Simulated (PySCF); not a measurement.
C2F4, charge +1, doublet, at a GFN2-xTB geometry (a state made from the parent by changing its charge; the spin is typed, not shown lowest); PySCF with CAMB3LYP/cc-pVDZ.

Input for PySCF:
```python
from pyscf import gto, scf, dft

mol = gto.M(
    atom='''
F    -1.352717    0.000828    1.122684
C    -0.708521   -0.026139    0.022923
F    -1.418627   -0.103069   -1.033023
C     0.708521    0.026139   -0.022923
F     1.352717   -0.000828   -1.122684
F     1.418627    0.103069    1.033023
''',
    basis='cc-pvdz',
    charge=1,
    spin=1,
    verbose=4,
    symmetry=True,
    symmetry_subgroup='D2',
)

mf = dft.UKS(mol)
mf.xc = 'camb3lyp'
mf.kernel()
mf.analyze()
```

Output, abridged:

```
Traceback (most recent call last):
  File "input.py", line 3, in <module>
  File "site-packages/pyscf/gto/mole.py", line 119, in M
  File "site-packages/pyscf/gto/mole.py", line 2621, in build
  File "site-packages/pyscf/gto/mole.py", line 2703, in _build_symmetry
  File "site-packages/pyscf/symm/geom.py", line 441, in as_subgroup
pyscf.lib.exceptions.PointGroupSymmetryError: D2 not in Ablien subgroup of D2h
```

The input was rejected before any calculation.
